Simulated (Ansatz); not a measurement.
Species: H2AlCl2N, SMILES `[NH2][Al]([Cl])[Cl]` (charge 0, multiplicity 1), formula H$_{2}$AlCl$_{2}$N.

Question: How many basis functions does frozen-core CCSD(T)/cc-pVTZ // PBE-D3(BJ)/def2-TZVP (Ansatz, an electronic-structure program) use, how many core orbitals are frozen, and how many electrons are correlated?

Answer: 160 basis functions and 16 frozen orbitals, which leaves 24 correlated electrons. Core time is of the order of seconds.
